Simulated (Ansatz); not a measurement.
Problem. Name a neutral molecule of Al, N, Si and H with HOMO energy (ωB97M-V/def2-TZVPP) between -8.60 and -8.30 eV and LUMO energy (PBE/def2-TZVPP) between -2.90 and -2.60 eV (Ansatz, PBE0-D4/def2-TZVP geometry).

Solution. `N[SiH]([AlH2])[SiH3]` (-8.47 eV, -2.78 eV). Other molecules can fit too; these were computed, each in one conformer that needn't be the lowest.
